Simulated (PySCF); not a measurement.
Compound: Si3F8.
Geometry (PBE0-D3(BJ)/def2-SVP, Å), atoms numbered from 1 in this order:
```
atom  x, y, z in Å
Si1    1.658    0.296   -1.085
F2     2.558    1.411   -0.372
F3     0.737    1.024   -2.178
F4     2.632   -0.726   -1.838
Si5    0.255   -0.772    0.446
F6     1.017   -0.856    1.867
F7    -0.009   -2.272   -0.091
Si8   -1.817    0.253    0.773
F9    -1.590    1.775    1.222
F10   -2.639    0.256   -0.601
F11   -2.706   -0.474    1.887
```

Computed, not measured: TDDFT PBE0/def2-SVPD, vertical, gas phase, core orbitals frozen in the response in PySCF 2.14.0, density-fitted response routines.

Transition dipole moments from the ground state, in atomic units and in the frame of the coordinates above (overall signs are arbitrary), for the states with f of 0.002 or more among the lowest 7:

| state | E (eV) | μx | μy | μz |
| --- | --- | --- | --- | --- |
| S1 | 6.273 | -0.344 | 0.004 | 0.187 |
| S2 | 6.393 | 0.706 | 0.011 | -0.375 |
| S3 | 8.290 | -1.137 | -0.017 | 0.602 |
| S4 | 8.448 | -0.028 | 0.381 | -0.048 |
| S5 | 8.566 | -0.182 | -0.108 | -0.281 |
| S6 | 9.076 | 0.367 | 0.118 | 0.632 |
| S7 | 9.207 | -0.092 | 0.690 | -0.074 |

Q: What oscillator strength does each state have?

A: f = (2/3) ΔE |μ|² with ΔE in hartree (27.2114 eV).

```
state  |μ|² (au)  |μ| (D)      f
   S1      0.153     0.99  0.024
   S2      0.639     2.03  0.100
   S3      1.654     3.27  0.336
   S4      0.148     0.98  0.031
   S5      0.124     0.89  0.026
   S6      0.548     1.88  0.122
   S7      0.490     1.78  0.110
```

Q: What angle do the transition dipoles of S2 and S7 make?

A: |cos θ| = |μa·μb| / (|μa| |μb|) = 0.05, so θ ≈ 87° (taken between 0 and 90°, since the signs are arbitrary).

Q: How is the summed strength of these states shared among x, y and z?

A: (2/3) Σ ΔE μα² gives 0.398 for x, 0.143 for y and 0.208 for z, 0.749 in all.

Q: What peak molar absorption coefficient would the strongest computed level give as a lone Gaussian band 0.4 eV wide at half height?

A: ε(max) = 2.175×10⁸ f / FWHM, with the width in cm⁻¹. S3: 2.175×10⁸ × 0.3360 / 3226 ≈ 23000 L mol⁻¹ cm⁻¹.

The vertical ionisation energy (ΔSCF) is 11.78 eV, 2.57 eV above S7.

Hardware: one thread of an AMD EPYC, shared host with 64 logical CPUs at a one-minute load of 60. Cost: 5.8 min wall (with the writing of density and orbital grids), 1.4 GiB resident at most.
